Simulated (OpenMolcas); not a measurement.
**Au3+: ligand-field states by method**

Au3+ with 6 ligands (fluoride) in trigonal prismatic coordination (D3h) at 2.16 Å, a polar angle of 55.5° against the regular 49.1°. A charge of +0.5 e stands 3.2 Å behind each ligand. Ligand basis ANO-RCC-VDZP.

| Property | Result |
| --- | --- |
| Program | OpenMolcas |
| Basis | ANO-RCC-VDZP [7s6p4d2f] |
| Scalar Hamiltonian | DKH2, point nucleus |
| Active space | 8 electrons in 5 orbitals (5d) |
| State averaging | 2S+1 = 3 even, 10 roots; 2S+1 = 1 even, 15 roots |
| Spin-orbit coupling | RASSI with atomic mean-field integrals over the reference wave functions |

I. CASSCF
II. SS-CASPT2, IPEA 0.25 Eh, imaginary shift 0.1 Eh (the 30 lowest orbitals frozen, all others correlated)
III. SS-CASPT2, IPEA 0.25 Eh, real shift 0.3 Eh (the 30 lowest orbitals frozen, all others correlated)

Spin-free states (labels of D3, the rotations of D3h) in cm-1, each column counted from its own energy of the first state listed:

| State | Degeneracy | I | II | III |
| --- | --- | --- | --- | --- |
| 3A2 | 1 | 0 | 0 | 0 |
| 3A2 | 1 | 6356 | 7860 | 7960 |
| 3A1 | 1 | 6424 | 7560 | 7780 |
| 3E | 2 | 7983 | 9270 | 9480 |
| 1E | 2 | 10791 | 5180 | 5540 |
| 1A1 | 1 | 15529 | 9370 | 9880 |
| 1E | 2 | 16747 | 10520 | 11620 |
| 3E | 2 | 19016 | 25680 | 25580 |
| 1A1 | 1 | 20924 | 15350 | 16180 |
| 3E | 2 | 20940 | 22220 | 22360 |
| 1A2 | 1 | 22027 | 14380 | 15740 |
| 3A2 | 1 | 23916 | 26270 | 26320 |
| 1E | 2 | 25555 | 24510 | 24770 |
| 1E | 2 | 28843 | 27590 | 27850 |
| 1E | 2 | 31804 | 33390 | 33560 |
| 1A1 | 1 | 31922 | 29250 | 30160 |
| 1A1 | 1 | 51741 | 48230 | 48900 |

From I to II, I's first state of the same spin (3A2) moves from 6356 to 7860 cm-1, by about +1500 cm-1. In II another state of that kind comes below it.

From I to II, I's first state of another spin (1E) moves from 10791 to 5180 cm-1, by about -5600 cm-1.

χT at 300 K: I 0.73, II 0.54, III 0.55 cm3 K/mol.

The states above are spin-free; spin-orbit coupling is strong here and shifts and splits them by thousands of cm-1.

Roots that are degenerate in the reference are averaged as groups; the widest CASPT2 spread within a group is 240 cm-1 (the 2-fold group of multiplicity 1 near 27600 cm-1 above the lowest state of its run, II). Shifts and gaps below about the spread of the groups concerned are not significant. Over all roots computed the reference weight is 0.66 to 0.70 in II, 0.71 to 0.73 in III; a low but even weight reflects the number of correlated electrons. Real 4d8 and 5d8 ions are as a rule square planar and diamagnetic. The least metal-like active orbital is 80 % on the metal (Löwdin) and no ligand orbital is active, so the numbers are rough. Ligand-to-metal charge-transfer states are missing. With no ligand orbital active B as a rule stays too high, so bands that hang on it stand too high and its fall with covalency is understated. Without dynamic correlation the repulsion within the d shell is too large (B by tens of per cent), so at a given field states of lower spin stand too high (holds for I). With metal d orbitals alone the field can be off either way by tens of per cent (holds for I). No measured value stands beside these numbers; the geometry was imposed, not optimised, and the real ion may take another.
